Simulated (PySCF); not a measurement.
Compound: C₂H₄N₂SSeSi.
Cartesian coordinates in Å at the PBE0-D3(BJ)/def2-SVP level; atoms count from 1:
```
atom  x, y, z in Å
Si1   -2.1421   -0.6439    0.2197
S2    -0.7946    0.6583    1.3134
C3     0.6355    0.3417    0.3416
C4     1.9079    0.9876    0.6082
N5     2.8885    0.6710   -0.1813
Se6    2.2664   -0.5184   -1.3796
N7     0.6118   -0.4886   -0.6636
H8    -1.7121   -2.0647    0.3103
H9    -2.2941   -0.1982   -1.1911
H10   -3.4228   -0.4477    0.9603
H11    2.0612    1.7053    1.4209
```

The calculation used TDDFT PBE0/def2-SVPD, vertical, gas phase, core orbitals frozen in the response (PySCF 2.14.0, density-fitted response routines). Relativistic effects, spin–orbit coupling among them, are left out although an element past zinc is present.

Transition dipole moments from the ground state, in atomic units and in the frame of the coordinates above (overall signs are arbitrary), for the states with f of 0.002 or more among the lowest 6:

| state | E (eV) | μx | μy | μz |
| --- | --- | --- | --- | --- |
| S1 | 4.201 | 0.803 | -0.339 | -0.739 |
| S4 | 5.449 | -0.046 | 0.142 | -0.125 |
| S6 | 5.553 | -0.030 | 0.196 | 0.260 |

(1) Work out the oscillator strengths.

(2) What is the point group, and which symmetry does each of these states have?

(3) Which bond between heavy atoms lies closest to the direction of the S1 transition dipole?

(4) What angle do the transition dipoles of S1 and S6 make?

(5) How is the summed strength of these states shared among x, y and z?

(6) What peak molar absorption coefficient would the strongest computed level give as a lone Gaussian band 0.4 eV wide at half height?

Answers

(1) f = (2/3) ΔE |μ|² with ΔE in hartree (27.2114 eV).

```tsv
state	|μ|² (au)	|μ| (D)	f
S1	1.306	2.90	0.134
S4	0.038	0.50	0.005
S6	0.107	0.83	0.015
```

(2) Cs. Polarised normal to the mirror plane, so A″: S4. Polarised in the mirror plane, so A′: S1 and S6.

(3) C4–N5, at 5° from it; next S2–C3 at 11°.

(4) |cos θ| = |μa·μb| / (|μa| |μb|) = 0.76, so θ ≈ 41° (taken between 0 and 90°, since the signs are arbitrary).

(5) (2/3) Σ ΔE μα² gives 0.067 for x, 0.020 for y and 0.067 for z, 0.154 in all.

(6) ε(max) = 2.175×10⁸ f / FWHM, with the width in cm⁻¹. S1: 2.175×10⁸ × 0.1344 / 3226 ≈ 9100 L mol⁻¹ cm⁻¹.

One conformer stands for the species.
